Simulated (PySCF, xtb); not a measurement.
C3H7S, SMILES C[C](C)S, multiplicity 2.

The structure is a stationary point at B3LYP-D3(BJ)/def2-SVP. The isomer is the one that the SMILES or the coordinates give; other isomers of the formula were not compared. One conformer was computed; it need not be the lowest.

The numbers are results of C-PCM-M06-2X/def2-SVP in PySCF, not measurements.

The values are the electrostatic part of the solvation free energy, E(continuum) − E(gas) at the gas-phase geometry, in a cavity of scaled van der Waals radii (PySCF's table); cavitation and dispersion terms are not included. The dipole moment in vacuum is 1.22 D.

```json
[
 {"solvent": "water", "ε": "78.36", "ΔG(elec) (kcal/mol)": "-2.7", "dipole (D)": "1.65"},
 {"solvent": "chlorobenzene", "ε": "5.70", "ΔG(elec) (kcal/mol)": "-2.2", "dipole (D)": "1.56"},
 {"solvent": "N,N-dimethylformamide", "ε": "37.22", "ΔG(elec) (kcal/mol)": "-2.7", "dipole (D)": "1.65"}
]
```

For comparison, GFN2-xTB/ALPB(water) (xtb, at the GFN2-xTB geometry, all terms of that model) gives -0.5 kcal/mol.
